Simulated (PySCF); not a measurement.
Compound: B₃H₃O₃.
SMILES: `O1BOBOB1`

Theory: PBE0-D3(BJ)/def2-SVP geometry optimisation, gas phase in PySCF 2.14.0.

Masses are those of the commonest isotopes; rigid-rotor values at the optimised geometry. 

Task: What are A, B and C (GHz)?

Result: Ia = 86.01, Ib = 86.10, Ic = 172.11 u·Å²; 505379 MHz·u·Å²/I gives 5876, 5870 and 2936 MHz, that is A = 5.8757, B = 5.8699, C = 2.9364 GHz.

Task: What kind of rotor is it?

Result: An oblate symmetric top, as the point group D3h requires two equal moments; the computed ones differ by 0.10 % because the geometry is symmetric only within the optimiser's tolerance; Ray's κ = 0.996.

Task: What does the inertial defect say?

Result: Planar: Δ = Ic − Ia − Ib = 0.00 u·Å². For a rigid frame Δ = −2 Σ m c², so it vanishes when all atoms lie in the ab plane; here none is more than 0.01 Å from it.

The point group D3h allows no dipole (computed: 0.00 D), so a rigid rotor has no electric-dipole lines.

No frequency check. These are rigid-rotor constants of the computed structure; measured ground-state constants (B0) also hold zero-point vibration.
